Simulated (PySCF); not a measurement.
H3ISi. Atoms are numbered in the order given.

```xyz
5

Si     0.0000     0.0000     1.8420
I      0.0000     0.0000    -0.6172
H     -1.2131    -0.7004     2.3070
H      0.0000     1.4007     2.3070
H      1.2131    -0.7004     2.3070
```
Charge 0, spin multiplicity 1.

The structure is a stationary point at B3LYP-D3(BJ)/def2-TZVP. The def2 effective core potentials stand for the cores of I; spin–orbit coupling is left out.

Method: PBE/def2-TZVPD (PySCF).

The molecule is in vacuum.

```json
{
 "total_energy": "-588.86954 hartree",
 "point_group": "C3v",
 "highest_occupied_level": "-6.60 eV",
 "lowest_empty_level": "-1.79 eV",
 "orbital_gap": "4.81 eV",
 "dipole_moment": "1.11 D",
 "quadrupole, principal values (traceless, Buckingham form, about the centre of nuclear charge)": "-2.09, -2.09, 4.17 D·Å",
 "mean_static_polarisability": "66.9 bohr³ (9.92 Å³)",
 "polarisability_principal_values": "58.1, 58.1, 84.6 bohr³"
}
```
